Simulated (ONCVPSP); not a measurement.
## u(r) = r·R(r): atom against pseudo-atom (F)

Columns: radius, all-electron u(r) and pseudo u(r) of the 2s shell (level -29.72 eV) of fluorine in the configuration [He] 2s2 2p5; PBEsol, scalar-relativistic, ONCV scheme, ONCVPSP 4.0.1.

| r (bohr) | all-electron | pseudo |
| --- | --- | --- |
| 0.093 | -0.4512 | 0.1107 |
| 0.185 | -0.2333 | 0.2369 |
| 0.278 | 0.1384 | 0.3933 |
| 0.370 | 0.4752 | 0.5664 |
| 0.463 | 0.7312 | 0.7375 |
| 0.555 | 0.8967 | 0.8835 |
| 0.648 | 0.9885 | 0.9833 |
| 0.740 | 1.0221 | 1.0219 |
| 0.833 | 1.0147 | 1.0147 |
| 0.925 | 0.9798 | 0.9798 |
| 1.018 | 0.9268 | 0.9269 |
| 1.110 | 0.8645 | 0.8645 |
| 1.203 | 0.7968 | 0.7968 |
| 1.295 | 0.7287 | 0.7287 |
| 1.388 | 0.6612 | 0.6612 |
| 1.480 | 0.5973 | 0.5973 |
| 1.573 | 0.5366 | 0.5366 |
| 1.665 | 0.4809 | 0.4809 |
| 1.758 | 0.4291 | 0.4291 |
| 1.850 | 0.3823 | 0.3823 |
| 1.943 | 0.3395 | 0.3395 |
| 2.035 | 0.3013 | 0.3013 |
| 2.128 | 0.2666 | 0.2666 |
| 2.220 | 0.2358 | 0.2358 |
| 2.313 | 0.2081 | 0.2081 |
| 2.405 | 0.1838 | 0.1837 |

(1) How many radial nodes do the two functions have?

(2) At about which radius was the pseudo-wave matched?

(3) Is the pseudo-wave norm-conserving?

## Answers

(1) The all-electron 2s function has n − l − 1 = 1; the pseudo-wave has 0, since the states of the same l below it are removed with the core.

(2) 0.80 bohr, where the columns begin to agree (steps of 0.09 bohr).

(3) Yes: the ONCV scheme keeps the norm inside the radius equal to the all-electron one, which fixes the energy derivative of the logarithmic derivative at the level.
